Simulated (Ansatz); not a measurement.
## Two structures, one formula

The two ends of one reaction step of Si$_{2}$NH$_{8}$F, closed shell (PBE0-D4/def2-TZVP).

A:

Si1  (-1.376, 0.673, -1.041)
Si2  (1.142, -1.424, 1.431)
H3  (-1.276, -0.465, -1.979)
H4  (-2.548, 1.546, -1.273)
N5  (0.027, 1.614, -1.178)
H6  (1.132, -0.049, 1.986)
F7  (-1.601, 0.021, 0.411)
H8  (2.391, -2.111, 1.855)
H9  (-0.031, -2.189, 1.915)
H10  (1.125, -1.360, -0.054)
H11  (0.938, 1.195, -1.262)
H12  (0.077, 2.550, -0.812)
(Å)

B:

Si1  (-0.689, -0.209, -0.990)
Si2  (0.602, -1.399, 0.586)
H3  (-0.584, -0.936, -2.283)
H4  (-2.096, -0.247, -0.509)
N5  (-0.201, 1.416, -1.252)
H6  (0.084, 0.900, 1.967)
F7  (-0.205, 1.776, 1.850)
H8  (0.576, -0.710, 1.925)
H9  (0.102, -2.776, 0.845)
H10  (2.040, -1.468, 0.207)
H11  (0.559, 1.607, -1.885)
H12  (-0.186, 2.045, -0.461)
(Å)

Ansatz 0.2.0; basis: def2-TZVPP; cores frozen in the correlated methods. B3LYP uses VWN-RPA correlation.

**Question.** Which structure is lower at CCSD(T), and by how much? (Judge from chemistry; the value comes from the calculation.)

**Answer.** The calculation gives: A, by 1.616 eV (electronic energy, against the other). By their contacts, A is a complex of SiNH₄F ([NH2][SiH2][F]) + SiH₄ and B is a complex of Si₂NH₇ ([NH2][SiH2][SiH3]) + HF.

All methods give the same order:

```csv
method,E(B) − E(A) (eV)
SPW92,1.262
PBE-D4,1.304
BLYP-D4,1.537
r2SCAN-D4,1.550
B97M-V,1.574
PBE0-D4,1.396
B3LYP-D4,1.600
r2SCAN0-D4,1.577
BHLYP-D4,1.723
CAM-B3LYP-D4,1.693
wB97X-V,1.611
wB97M-V,1.659
B2PLYP,1.675
PBE-QIDH,1.550
RPA on PBE,1.654
HF,1.985
MP2,1.673
CCSD,1.668
CCSD(T),1.616
```

The T1 diagnostic stays at or below 0.012.

Labels in which every atom is bracketed show which atoms are joined, not bond orders.

For scale, one of the runs: CCSD(T)/def2-TZVPP, 258 basis functions, launched by `ansatz run in.yaml --threads 4 --pin off --events-out ev --progress --plain --max-ram 9574MiB`. Time: 2.1 min of wall clock on 4 CPU threads of an Arm Neoverse V2; the host was shared. Peak host memory: 5.7 GiB.
